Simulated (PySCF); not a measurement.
**Steps of a relaxation of [Yb(NH3)2]3+**

[Yb(NH3)2]3+ (singlet in the valence; each metal's 4f electrons, 13 of them, lie in its core potential, out of spins and levels; a saddle point, relaxed within its symmetry). PySCF 2.14.0, RKS r2SCAN, Yb lcecp-1-SVP with ECP59, N def2-SVP, H def2-SVP; non-relativistic Hamiltonian with scalar-relativistic core potentials where named; density fitting; no spin-orbit coupling. Origin of the start: template. Columns: position (Å) and force (eV/Å). Energies are counted from the last step; some of the 6 steps are shown. Forces carry noise of the integration grid, about 0.01 to 0.03 eV/Å.

Run from Python with OMP_NUM_THREADS=2. Where DIIS fails, smearing, a level shift and second-order steps follow.
It took 25 s on 2 threads of Intel(R) Xeon(R) 6975P-C (Granite Rapids), with other jobs on the host, from the converged density of the start.

```xyz
9
step 0  E = 0.166 eV
Yb    0.0000    0.0000    0.0000     0.00    0.00    0.00
N     0.0000    0.0000    2.4575     0.00    0.00   -2.28
H     0.8133    0.4696    2.8555     0.52    0.30    0.59
H    -0.8133    0.4696    2.8555    -0.52    0.30    0.59
H     0.0000   -0.9392    2.8555     0.00   -0.59    0.59
N     0.0000    0.0000   -2.4575     0.00    0.00    2.28
H     0.8133   -0.4696   -2.8555     0.52   -0.30   -0.59
H    -0.8133   -0.4696   -2.8555    -0.52   -0.30   -0.59
H     0.0000    0.9392   -2.8555     0.00    0.59   -0.59
```

```xyz
9
step 2  E = 0.006 eV
Yb    0.0000    0.0000    0.0000     0.00    0.00    0.00
N     0.0000    0.0000    2.3857     0.00    0.00    0.06
H     0.8093    0.4673    2.8567    -0.08   -0.05   -0.09
H    -0.8093    0.4673    2.8567     0.08   -0.05   -0.09
H     0.0000   -0.9345    2.8567     0.00    0.10   -0.09
N     0.0000    0.0000   -2.3857     0.00    0.00   -0.06
H     0.8093   -0.4673   -2.8567    -0.08    0.05    0.09
H    -0.8093   -0.4673   -2.8567     0.08    0.05    0.09
H     0.0000    0.9345   -2.8567     0.00   -0.10    0.09
```

```xyz
9
step 3  E = 0.003 eV
Yb    0.0000    0.0000    0.0000     0.00    0.00    0.00
N     0.0000    0.0000    2.3772     0.00    0.00    0.05
H     0.8078    0.4664    2.8482    -0.03   -0.02   -0.06
H    -0.8078    0.4664    2.8482     0.03   -0.02   -0.06
H     0.0000   -0.9328    2.8482     0.00    0.04   -0.06
N     0.0000    0.0000   -2.3772     0.00    0.00   -0.05
H     0.8078   -0.4664   -2.8482    -0.03    0.02    0.06
H    -0.8078   -0.4664   -2.8482     0.03    0.02    0.06
H     0.0000    0.9328   -2.8482     0.00   -0.04    0.06
```

Task: Where does the relaxation end?

Result: It converges at step 5 in D3d:
```xyz
9
step 5  E = 0
Yb    0.0000    0.0000    0.0000
N     0.0000    0.0000    2.3638
H     0.8079    0.4664    2.8307
H    -0.8079    0.4664    2.8307
H     0.0000   -0.9328    2.8307
N     0.0000    0.0000   -2.3638
H     0.8079   -0.4664   -2.8307
H    -0.8079   -0.4664   -2.8307
H     0.0000    0.9328   -2.8307
```

Task: How did the contacts change?

Result: 
```json
{"contact": "Yb1–N2 (NH3)", "start (Å)": "2.458", "end (Å)": "2.364"}
{"contact": "Yb1–N6 (NH3)", "start (Å)": "2.458", "end (Å)": "2.364"}
```


An lcecp potential fixes the number of 4f electrons, so in runs with it no electron can move into or out of that shell.
